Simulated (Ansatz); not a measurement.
Consider the ligand exchange at the Sn–S bond: `C[O][SnH2][SH]` + H₂Se → `C[O][SnH2][SeH]` + H₂S.

Gas-phase electronic energies from Ansatz, PBE0-D4/def2-TZVP geometries. CCSD(T)/CBS adds triple-zeta CCSD(T) − MP2 to the extrapolated MP2 energy (def2 sets, frozen cores). This one scheme is used for every species. DFT in def2-TZVPP. B3LYP here is the variant with VWN-RPA as its local correlation; programs differ in this. def2 core potentials past Kr. For Se, Sn outer-core shells are correlated without core-valence functions, which leaves a few kJ/mol of doubt a bond. Scalar relativity is left out up to krypton. One conformer a species, not always the lowest.

(1) Is it downhill or uphill in electronic energy at CCSD(T)/CBS, and by how much? (Best estimate.)

(2) What do these levels give: BLYP-D4, r2SCAN-D4, B3LYP-D4, r2SCAN0-D4, revPBE, BLYP, PBE0, BHLYP, CCSD(T)/def2-SVP, SCS-MP2/def2-TZVPP, CCSD(T)/def2-TZVPP, HF/def2-QZVPP? (An estimate is asked.)

Largest T1 diagnostic among the species: 0.013.

Results:

(1) The calculation gave: Downhill: ΔE = -4.7 kcal/mol.

(2) The calculation gave: BLYP-D4 -4.1, r2SCAN-D4 -4.0, B3LYP-D4 -4.3, r2SCAN0-D4 -4.3, revPBE -3.9, BLYP -3.9, PBE0 -4.2, BHLYP -4.3, CCSD(T)/def2-SVP -4.2, SCS-MP2/def2-TZVPP -4.1, CCSD(T)/def2-TZVPP -4.0, HF/def2-QZVPP -4.4 kcal/mol.

Leaving LDA and LC-ωPBE aside and taking each functional with its dispersion term where it has one, the values, not all of them listed here, spread over 1.9 kcal/mol, from BHLYP-D4 to B97M-V.
